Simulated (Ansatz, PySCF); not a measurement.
C$_{2}$H$_{7}$ClSn, singlet, at a GFN2-xTB geometry (such geometries of metal compounds can be far from the true shape) (all electrons, no relativity). Base run: CASSCF(6,5)/STO-3G (PySCF).

The PySCF input:
```python
from pyscf import gto, scf, mcscf
import numpy

mol = gto.Mole()
mol.atom = '''
    Sn   -0.08558302   -0.13301146    0.34518223
    C     1.72413835   -1.35735070    0.28630588
    C    -1.87499057   -1.06856799   -0.49230701
    Cl    0.35248767    1.70933556   -0.98980790
    H    -0.37507304    0.49995332    1.91877512
    H     1.60046315   -2.24597458    0.89314288
    H     2.57030099   -0.78864373    0.65374048
    H     1.91264953   -1.64744074   -0.74180528
    H    -2.67828126   -0.34357668   -0.55052826
    H    -2.19122673   -1.90293093    0.12175080
    H    -1.64685857   -1.42400571   -1.49144591
'''
mol.basis = 'sto-3g'
mol.verbose = 4
mol.build()

mf = scf.RHF(mol)
mf.kernel()
mc = mcscf.CASSCF(mf, 5, 6)
mc.fix_spin_(ss=0.0)
mc.kernel()
occ = numpy.linalg.eigvalsh(mc.fcisolver.make_rdm1(mc.ci, mc.ncas, mc.nelecas))[::-1]
ss = mc.fcisolver.spin_square(mc.ci, mc.ncas, mc.nelecas)[0]
print('natural occupations', occ.round(4), ' <S^2>', round(ss, 4))
```

Programs used: Ansatz (a quantum-chemistry and plane-wave program), PySCF; a row that names a program was run with it.

Each row names what was changed in the base input (with any setting that the change needs).

```json
[
 {"change": "base", "ΔE vs base (kcal/mol)": "0.000", "natural occupations": "2.00 1.99 1.97 0.03 0.01", "<S^2> of the state": "0.00", "outcome": "converged"},
 {"change": "start = MP2 natural orbitals", "ΔE vs base (kcal/mol)": "-4.48", "natural occupations": "2.00 1.98 1.97 0.03 0.02", "<S^2> of the state": "0.00", "outcome": "converged"},
 {"change": "state_average = 2 states", "ΔE vs base (kcal/mol)": "0.587", "natural occupations": "-", "<S^2> of the state": "-", "outcome": "converged"},
 {"change": "conv_tol = 1e-5", "ΔE vs base (kcal/mol)": "0.035", "natural occupations": "2.00 1.99 1.97 0.03 0.01", "<S^2> of the state": "0.00", "outcome": "converged"},
 {"change": "fix_spin_ = off", "ΔE vs base (kcal/mol)": "0.000", "natural occupations": "2.00 1.99 1.97 0.03 0.01", "<S^2> of the state": "0.00", "outcome": "converged"},
 {"change": "code = ansatz", "ΔE vs base (kcal/mol)": "-4.47", "natural occupations": "-", "<S^2> of the state": "-", "outcome": "converged"},
 {"change": "active space = 8 electrons, 7 orbitals", "ΔE vs base (kcal/mol)": "-9.17", "natural occupations": "2.00 1.99 1.98 1.97 0.03 0.02 0.01", "<S^2> of the state": "0.00", "outcome": "converged"},
 {"change": "code = ansatz; correction = SC-NEVPT2, all electrons", "ΔE vs base (kcal/mol)": "-81.6", "natural occupations": "-", "<S^2> of the state": "-", "outcome": "converged"},
 {"change": "active space = 4 electrons, 5 orbitals", "ΔE vs base (kcal/mol)": "-", "natural occupations": "-", "<S^2> of the state": "-", "outcome": "not converged"},
 {"change": "correction = SC-NEVPT2", "ΔE vs base (kcal/mol)": "-80.8", "natural occupations": "2.00 1.99 1.97 0.03 0.01", "<S^2> of the state": "0.00", "outcome": "converged"},
 {"change": "solver = newton", "ΔE vs base (kcal/mol)": "3.18", "natural occupations": "1.99 1.99 1.99 0.02 0.01", "<S^2> of the state": "0.00", "outcome": "converged"}
]
```

Active orbitals are taken around the Fermi level unless the row says otherwise; CASSCF can end in different local minima, and two programs can end on different orbitals. State-averaged rows give the lowest state.
